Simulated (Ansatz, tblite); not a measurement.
Forces on K₃I₂ at its B3LYP-D4/def2-SVP geometry. Charge 0, multiplicity 2.

In the def2 sets I takes a core potential; there is no spin–orbit coupling. The xTB rows come from tblite. Another isomer (doublet) lies 0.08 eV lower at PBE0-D4/def2-TZVP; other spin states weren't run for this one.

GFN1-xTB (tblite), largest force 0.48 eV/Å:

```xyz
5
positions Å, forces eV/Å
K     0.797   -0.917    2.849   -0.093    0.112   -0.389
K    -1.622    1.460   -0.889    0.328   -0.294    0.179
K     2.232   -1.786   -1.195   -0.294    0.235    0.177
I     0.285    0.031   -3.157    0.057   -0.043   -0.062
I    -1.691    1.213    2.391    0.002   -0.009    0.095
```

GFN2-xTB (tblite), largest force 0.23 eV/Å:

```
K 0.157 -0.122 -0.120
K -0.034 0.030 -0.018
K 0.034 -0.048 0.224
I -0.066 0.063 -0.077
I -0.091 0.078 -0.008
```

PBE-D4/def2-TZVP (Ansatz), largest force 0.05 eV/Å:

```
K -0.035 0.028 0.007
K 0.026 -0.024 0.014
K -0.019 0.019 -0.036
I 0.006 -0.007 0.030
I 0.022 -0.016 -0.015
```
